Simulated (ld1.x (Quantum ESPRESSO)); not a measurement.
## An all-electron radial function and its pseudo partner (Zn)

Columns: radius, all-electron u(r) and pseudo u(r) of the 3p shell (level -83.26 eV) of zinc in the configuration [Ne] 3s2 3p6 3d10 4s2 4p0; LDA (PZ), scalar-relativistic, ultrasoft scheme, ld1.x (Quantum ESPRESSO) 7.5.

```
r (bohr)  all-electron   pseudo
   0.065        0.4810  -0.0205
   0.130        0.6682  -0.0801
   0.195        0.3878  -0.1737
   0.260       -0.0774  -0.2928
   0.325       -0.5291  -0.4274
   0.390       -0.8801  -0.5659
   0.455       -1.1111  -0.6972
   0.520       -1.2346  -0.8111
   0.585       -1.2743  -0.8996
   0.650       -1.2546  -0.9574
   0.715       -1.1959  -0.9825
   0.780       -1.1142  -0.9756
   0.845       -1.0206  -0.9407
   0.910       -0.9231  -0.8834
   0.975       -0.8268  -0.8109
   1.040       -0.7349  -0.7304
   1.105       -0.6491  -0.6487
   1.170       -0.5706  -0.5707
   1.235       -0.4996  -0.4996
   1.300       -0.4359  -0.4359
   1.365       -0.3793  -0.3793
   1.430       -0.3293  -0.3293
   1.495       -0.2853  -0.2853
   1.560       -0.2468  -0.2468
   1.625       -0.2131  -0.2131
   1.690       -0.1839  -0.1839
```

(1) How many radial nodes do the two functions have?

(2) At about which radius was the pseudo-wave matched?

(3) Where does each function peak?

(4) Is the pseudo-wave norm-conserving?

Results:

(1) The all-electron 3p function has n − l − 1 = 1; the pseudo-wave has 0, since the states of the same l below it are removed with the core.

(2) 1.25 bohr. The columns agree to 0.0005 from 1.10 bohr on; several derivatives are matched, so the curves merge somewhat inside the radius.

(3) Outermost all-electron maximum near 0.58 bohr, pseudo maximum near 0.71 bohr (to the table’s step).

(4) No, it belongs to an ultrasoft set: the norm inside the radius is not constrained, and the difference is carried by the augmentation charge.
